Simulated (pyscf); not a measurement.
## HO–GeH₃, singlet

Gas-phase minimum from PySCF at ωB97X-D3(BJ)/def2-SVP, one conformer. 

```
Ge
O 1 1.7841
H 2 0.9635 1 113.07
H 1 1.5303 2 104.65 3 179.56
H 1 1.5408 4 111.06 2 -118.97
H 1 1.5409 4 111.08 5 -122.07
```

Properties at ωB97X-D3(BJ)/def2-SVP:

| Property | Value |
|---|---|
| Harmonic wavenumbers, unscaled | 190, 636, 654, 720, 885, 894, 917, 925, 2167, 2178, 2227, 3915 cm⁻¹ |
| Zero-point energy | 23.3 kcal/mol |
| Rotational symmetry number | 1 |
| Entropy of this conformer at 298 K and 1 atm, rigid rotor and harmonic oscillator, modes under 100 cm⁻¹ raised to 100 | 270.6 J/(mol K) |
| Dipole moment | 1.51 D |

Single-point totals, which compare only within one level (frozen core for MP2 and CC):

```
level                   total energy (hartree)
----------------------  ----------------------
ωB97X-D3(BJ)/def2-TZVP             -2154.64631
PBE/def2-TZVP                      -2154.26769
r²SCAN/def2-TZVP                   -2154.62401
B3LYP-D3(BJ)/def2-TZVP             -2154.72984
PBE0-D3(BJ)/def2-TZVP              -2154.32782
M06-2X/def2-TZVP                   -2154.64116
ωB97M-D3(BJ)/def2-TZVP             -2154.70618
HF/def2-TZVPP                      -2152.60570
MP2/def2-TZVPP                     -2153.11811
CCSD/def2-TZVPP                    -2153.13292
CCSD(T)/def2-TZVPP                 -2153.15018
```

Soft torsions are taken as harmonic, which can shift the entropy by several J/(mol K). The CCSD(T) − MP2 part came from Ansatz, without density fitting, on the same reference. The frozen core leaves the outer d or s,p core shells of the metals and heavy elements correlated in the MP2 and CC values, and def2-TZVPP describes them poorly, so these totals are far from the basis limit. Elements up to Kr have no core potential and no relativistic terms here.
